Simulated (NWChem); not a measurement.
Ionisation of HSn

```xyz
2

Sn     0.0000     0.0000     0.0355
H      0.0000     0.0000    -1.7725
```
Charge 0, spin multiplicity 2.

All runs are NWChem calculations. Structure: optimised with UPBE/def2-SVP with def2 effective core potentials on Sn, a minimum by its harmonic frequencies.

Basis set: def2-TZVP. The species with one electron less has spin multiplicity 1 and keeps the geometry of the parent. Δ marks differences of total energies (open shells unrestricted). −ε marks an orbital energy of the parent. That orbital need not have the symmetry of the hole or added electron in the Δ rows. That singlet is a closed-shell solution.

Effective core potentials replace the inner electrons of Sn; spin-orbit coupling is left out. B3LYP has NWChem's definition, with VWN1-RPA local correlation. This spin state was chosen for the runs; another may lie lower. The structure started from a generated list of species. The unpaired electrons of the parent sit in orbitals of symmetry b2 (C2v labels of the run); other states weren't searched. The stability of the SCF solutions was not checked. Open-shell Hartree-Fock references start from PBE0 orbitals.

Task: For the first vertical ionisation energy, −ε(alpha HOMO) of B3LYP gives 4.70 eV and −ε(alpha HOMO) of PBE0 gives 4.97 eV. What do −ε(alpha HOMO) of PBE, −ε(alpha HOMO) of HF, ΔB3LYP give?

Result: −ε(alpha HOMO) of PBE: 4.05 eV; −ε(alpha HOMO) of HF: 7.19 eV; ΔB3LYP: 7.22 eV.
